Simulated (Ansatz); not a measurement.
CH3Cl2InSe (`C[Se][In]([Cl])[Cl]`), one more setting.

```yaml
crystal:
  periodic: [false, false, false]
  atoms:
    - {symbol: C, position_ang: [-1.233857, -0.002400, 0.969508]}
    - {symbol: Se, position_ang: [0.288125, 1.235984, 0.893853]}
    - {symbol: In, position_ang: [1.471211, 0.183947, -0.996957]}
    - {symbol: Cl, position_ang: [0.564537, -1.718665, -1.970318]}
    - {symbol: Cl, position_ang: [3.454926, 0.932798, -1.909135]}
    - {symbol: H, position_ang: [-1.815621, 0.312874, 1.834295]}
    - {symbol: H, position_ang: [-0.892293, -1.024253, 1.109186]}
    - {symbol: H, position_ang: [-1.837028, 0.079735, 0.069568]}
basis:
  gaussian: {orbitals: def2-SVPD}
hamiltonian: {xc: {name: LC-wPBE}}
output: {forces: true}
```

```sh
$ ansatz run in.yaml --threads 4 --pin off --events-out ev --progress --plain --max-ram 10444MiB
```

It prints (some lines left out):

```
Functional definition: LC-wPBE
1717 factors; their error is unknown
675 factors; integrals over basis functions are off by at most 4.1e-5 eV
mean field evaluation 1: about -96624.1158 eV, gradient 3.0e1 eV
mean field evaluation 2: about -96625.4414 eV, gradient 2.2e1 eV
mean field evaluation 4: about -96626.5768 eV, gradient 7.0e-1 eV
mean field evaluation 8: about -96626.5426 eV, gradient 1.2e-1 eV
mean field evaluation 16: about -96626.5427 eV, gradient 8.7e-5 eV
mean field -96626.54268742 eV, -3550.9599479397 hartree, gradient 8.7e-5 eV, S^2 0.000000; 0 other end points of the search recorded, 0 dependent functions left out
reference -96626.54268743 eV, -3550.9599479400 hartree; 49, 49 occupied and 122, 122 virtual orbitals, 1717 factors
Total energy: -96626.54268743 eV, -3550.9599479400 hartree
Atom 0 at    -1.233857    -0.002400     0.969508 Å, force     0.516685     0.423225    -0.027952 eV/Å
Atom 1 at     0.288125     1.235984     0.893853 Å, force    -0.107760    -0.251967    -0.142148 eV/Å
Atom 2 at     1.471211     0.183947    -0.996957 Å, force    -0.223644     0.150383     0.311032 eV/Å
Atom 3 at     0.564537    -1.718665    -1.970318 Å, force    -0.063340    -0.141040    -0.076357 eV/Å
Atom 4 at     3.454926     0.932798    -1.909135 Å, force     0.179419     0.070158    -0.080690 eV/Å
Atom 5 at    -1.815621     0.312874     1.834295 Å, force    -0.156627     0.020651     0.166407 eV/Å
Atom 6 at    -0.892293    -1.024253     1.109186 Å, force     0.034025    -0.262260     0.047248 eV/Å
Atom 7 at    -1.837028     0.079735     0.069568 Å, force    -0.178759    -0.009150    -0.197541 eV/Å
Dipole moment:    -0.457444     0.060669     0.411882 e Å
```

Hardware: 4 threads of an Arm Neoverse V1 on a shared host. Wall time 4 s, peak host memory 0.46 GiB.
